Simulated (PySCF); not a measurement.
# How methods differ on the ionisation energy of Ne³⁺

Ne³⁺ [He] 2s2 2p3 [2p1/2^2 2p3/2^1, M_J = 3/2] → Ne⁴⁺ [He] 2s2 2p2 [2p1/2^2, M_J = 0], as a difference of total energies. Calculation: PySCF 2.14, in x2c-TZVPPall-2c; the two-component X2C-1e Hamiltonian. Correlated levels: 1s2 frozen. "Screened" scales the spin-orbit matrix elements by Boettger's factors to mimic the two-electron term; Breit and QED terms are absent.

| method | ionisation energy (eV) |
| --- | --- |
| GHF (spin-free) | 96.916 |
| GMP2 (spin-free) | 97.363 |
| GHF (screened spin-orbit) | 96.861 |
| GMP2 (screened spin-orbit) | 97.309 |

Task: How much does correlation contribute at GMP2 (screened spin-orbit)?

Result: 97.309 − (96.861) = 0.448 eV, measured against GHF (screened spin-orbit).

Errors of the correlated levels include the incompleteness of this basis and the frozen core.

The labels give the starting determinants; with spin-orbit coupling the two ends relaxed to ⟨J²⟩ = 3.75, ⟨L²⟩ = 0.00, ⟨S²⟩ = 3.75 and ⟨J²⟩ = 1.96, ⟨L²⟩ = 2.00, ⟨S²⟩ = 2.00.

The determinant of Ne⁴⁺ mixes levels of different J (the jj label is only the starting occupation), so the difference between spin-free and spin-orbit rows is not the physical spin-orbit shift.

For comparison: 97.190 eV (semi-empirical (NIST evaluation); NIST Atomic Spectra Database, ionization energies).
